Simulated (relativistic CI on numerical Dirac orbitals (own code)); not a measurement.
# Sensitivity of the levels of Ir29+ to α and to the nuclear radius

These numbers are calculated, not measured: Dirac-Coulomb-Breit CI, KLI orbitals optimised for each configuration, derivatives by finite differences, unscaled Slater integrals, QED left out (own radial code, finite nucleus).

CI space (outside the closed core [Ar] 3d10 4s2): 4p6.4d10.4f2, 4p6.4d9.4f3, 4p6.4d10.4f.5s, 4p6.4d10.4f.5p, 4p6.4d10.5s2, 4p5.4d10.4f3, 4p6.4d10.5s.5p, 4p6.4d10.4f.5d. Levels of other configurations are missing.

With x = (α/α₀)² − 1 an excitation energy changes as ω = ω₀ + qx; K = 2q/ω₀ is the relative enhancement. Terms are leading LS components, so labels can repeat. The field-shift factor is F = δν/δ⟨r²⟩ for the transition from the lowest level.

Lowest level 4p6.4d10.4f2 3H_4.

```tsv
Level	ω₀ (cm⁻¹)	q (cm⁻¹)	K	F (GHz/fm²)
4p6.4d10.4f2 3F_2	22249	4170	0.375	0.372
4p6.4d10.4f2 3H_5	34176	34350	2.01	1.65
4p6.4d10.4f2 1G_4	48349	33600	1.39	1.76
4p6.4d10.4f2 3F_3	49044	34810	1.42	1.81
4p6.4d10.4f2 3H_6	61875	54590	1.76	2.7
4p6.4d10.4f2 1D_2	86055	33020	0.768	2.12
4p6.4d10.4f2 3P_0	86346	10850	0.251	1.29
4p6.4d10.4f2 3F_4	87751	69660	1.59	3.52
4p6.4d10.4f2 3P_1	103469	35100	0.679	2.37
4p6.4d10.4f2 1I_6	107528	47770	0.888	2.91
4p6.4d10.4f2 3P_2	130173	66670	1.02	3.84
4p6.4d10.4f2 1S_0	215220	58120	0.54	4.44
4p6.4d10.4f.5s 3F°_2	1361510	-553100	-0.813	927
```

At this charge energies of transitions that change n are usually good to better than 1 %, and those within a shell (Δn = 0) to a few per cent. Terms inside the open d or f shell come out 10 to 20 % too wide with unscaled integrals.
